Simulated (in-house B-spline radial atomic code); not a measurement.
Atomic self-consistent-field run: Zr. Computed with a radial B-spline atomic code at the basis-set limit: Dirac-Kohn-Sham LDA VWN5, spherical fractional occupations, Fermi nucleus of rms radius 4.2694 fm, inside a hard spherical wall at 1.57 bohr.

Command:
```bash
python run_scf.py task.json out
```
Settings (nuclear radius in fm, mass in u):
```
Z                40
configuration    [Kr] 4d2 5s1 5d1
hamiltonian      dirac
method           lda,vwn
spin_polarised   False
nucleus          fermi
rms_radius       4.2694
atomic_mass      89.9047
speed_of_light   137.035999084
wall_radius      1.57
```

Output (hartree, bohr):
```
 radial grid: 58 intervals, B-splines of order 8, outer radius 1.57 bohr

 iter        energy (Eh)    residual
    1       -3544.044899    3.37e-01
    2       -3544.783431    1.26e-01
    3       -3544.976960    1.74e-02
    4       -3544.981307    5.71e-03
    5       -3544.981591    1.71e-03
    6       -3544.981622    7.74e-04
    7       -3544.981629    3.22e-06
    8       -3544.981629    8.17e-08

 total energy                     -3544.98163
 kinetic                            3846.3290
 electron-nucleus                  -8927.8793
 Hartree                            1653.8595
 exchange-correlation               -117.2908

 first-order corrections (not in the total)
   Gaunt                             2.3158
   retardation                      -0.2307
   frequency dependence             -0.0128
   self-energy                       1.5309
   Uehling                          -0.1691
   Wichmann-Kroll                    0.0023

 orbital      occ     eigenvalue          <r>       <r^2>       <1/r>     <1/r^3>       <r^4>       r_max    small
 1s1/2      2.000      -647.7873    0.0371115  0.00185712     41.2044           - 8.91265e-06     0.02417  2.12e-02
 2s1/2      2.000       -85.0422     0.162789   0.0313048     9.31071           -  0.00169472      0.1374  4.28e-03
 2p1/2      2.000       -77.3622     0.139062   0.0237476     9.29309           -  0.00113685      0.1071  4.29e-03
 2p3/2      4.000       -74.2276     0.143463   0.0251455     8.89104     2023.26  0.00125989      0.1108  4.16e-03
 3s1/2      2.000       -10.1375     0.469383    0.253537      3.0821           -    0.101528      0.4133  1.06e-03
 3p1/2      2.000        -7.3008     0.468969    0.257517     2.96766           -    0.110608      0.4021  1.01e-03
 3p3/2      4.000        -6.8292     0.480549    0.270093     2.86895     307.535     0.12118      0.4118  9.70e-04
 3d3/2      4.000        -1.7874     0.476038    0.275334     2.63355     41.9774    0.146402      0.3556  8.43e-04
 3d5/2      6.000        -1.7055     0.479969    0.279619      2.6083     40.1596      0.1504      0.3586  8.33e-04
 4s1/2      2.000         2.4808     0.940791    0.971174     1.47939           -     1.17865       1.004  4.57e-04
 4p1/2      2.000         3.5622     0.942372    0.981391     1.47332           -     1.21282       1.024  4.68e-04
 4p3/2      4.000         3.7207     0.944777    0.988006     1.46877     106.582     1.23121       1.033  4.77e-04
 4d3/2      0.800         5.6240      0.92691     0.97397      1.4783     18.1974     1.24034        1.06  4.94e-04
 4d5/2      1.200         5.6603     0.926694    0.974309     1.47842     17.6967     1.24297       1.062  4.96e-04
 5s1/2      1.000        13.4766     0.921926    0.998757     1.78341           -     1.44456       1.276  9.72e-04
 5d3/2      0.400        15.8219     0.866493    0.914294     1.73988      29.979      1.3006       1.283  9.16e-04
 5d5/2      0.600        15.8832     0.866518    0.914294     1.73593     28.9246     1.30085       1.284  9.17e-04
```

Time taken, with all properties: 0.71 s on 1 thread of Arm Neoverse N1 (shared host).

For the Dirac Hamiltonian the kinetic term is c α·p + (β - 1)c².
